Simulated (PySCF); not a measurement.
# Cl⁺: excitation energy

Cl⁺ [Ne] 3s2 3p4 (3P) → Cl⁺ [Ne] 3s1 3p5 (3P), as a difference of total energies. Computed with PySCF 2.14 in aug-cc-pV(D+d)Z, with no relativity, point nucleus. Correlated levels: valence: [Ne] frozen. The calculations carry no spin-orbit coupling.

```json
{"method": "UHF", "excitation energy (cm⁻¹)": "115190", "error (cm⁻¹)": "+21847"}
{"method": "LDA", "excitation energy (cm⁻¹)": "98814", "error (cm⁻¹)": "+5471"}
{"method": "PBE", "excitation energy (cm⁻¹)": "99279", "error (cm⁻¹)": "+5936"}
{"method": "PBE0", "excitation energy (cm⁻¹)": "103520", "error (cm⁻¹)": "+10181"}
{"method": "r2SCAN", "excitation energy (cm⁻¹)": "101530", "error (cm⁻¹)": "+8184"}
{"method": "PW91", "excitation energy (cm⁻¹)": "99203", "error (cm⁻¹)": "+5860"}
{"method": "MN15", "excitation energy (cm⁻¹)": "96730", "error (cm⁻¹)": "+3387"}
{"method": "BHandHLYP", "excitation energy (cm⁻¹)": "107720", "error (cm⁻¹)": "+14376"}
{"method": "r2SCAN0", "excitation energy (cm⁻¹)": "104720", "error (cm⁻¹)": "+11373"}
{"method": "ROHF", "excitation energy (cm⁻¹)": "114920", "error (cm⁻¹)": "+21581"}
{"method": "MP2 (valence)", "excitation energy (cm⁻¹)": "104160", "error (cm⁻¹)": "+10815"}
{"method": "SCS-MP2 (valence)", "excitation energy (cm⁻¹)": "102630", "error (cm⁻¹)": "+9282"}
```

Reference: 93343 cm⁻¹ (measured; NIST levels, between the centres of gravity of the two terms).

Errors of the correlated levels include the incompleteness of this basis and the frozen core.
